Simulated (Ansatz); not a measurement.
Ideal-gas functions of `C[CH]1[O][Al]1[Br]` at 600 K and 1 bar, from an Ansatz frequency run at PBE0-D4/def2-TZVP.

Molar mass 150.94 g/mol, point group C1 (symmetry number 1), electronic degeneracy 1, moments of inertia 43.044, 549.931, 572.365 u Å². Harmonic wavenumbers (cm⁻¹, unscaled): 92, 124, 215, 249, 331, 391, 661, 688, 893, 957, 1052, 1129, 1148, 1344, 1392, 1466, 1483, 3026, 3076, 3098, 3125.

Use S(trans) = R[1.5 ln M + 2.5 ln T − 1.1517]; rotational temperatures θ = 24.2544 K / I; S(rot) = R[ln(√π/σ · √(T³/θAθBθC)) + 1.5]; for each mode x = 1.438777 ν̃/T, S = R[x/(eˣ − 1) − ln(1 − e⁻ˣ)] and H = RT x/(eˣ − 1); 1 cm⁻¹ = 0.0119627 kJ/mol; R = 8.31446 J/(mol·K).

Question: By hand: the entropy, in J/(mol·K).

Answer: Translation 186.0. Rotation: θ = 0.5635, 0.0441, 0.0424 K, giving 125.5. Vibration, mode by mode: 20.90, 18.43, 13.91, 12.72, 10.45, 9.15, 5.30, 5.03, 3.41, 3.02, 2.53, 2.18, 2.11, 1.45, 1.32, 1.15, 1.11, 0.05, 0.04, 0.04, 0.04, in all 114.4. Electronic 0.0. Sum 425.9 J/(mol·K).

Question: By hand: H − E and G − E in kJ/mol, counted from the electronic energy.

Answer: Zero-point energy ½ × 25940 × 0.0119627 = 155.2; thermal vibration 34.6; translation, rotation and pV give 4 RT = 20.0. H − E = 209.8 kJ/mol, and G − E = 209.8 − 600 × 425.9/1000 = -45.7 kJ/mol.

Vibration gives 27 % of the entropy, 39.3 J/(mol·K) of it from the modes under 150 cm⁻¹: soft modes count most, and the harmonic formula is weakest for them. The sum counts one conformer and one mirror image; others add a mixing term.
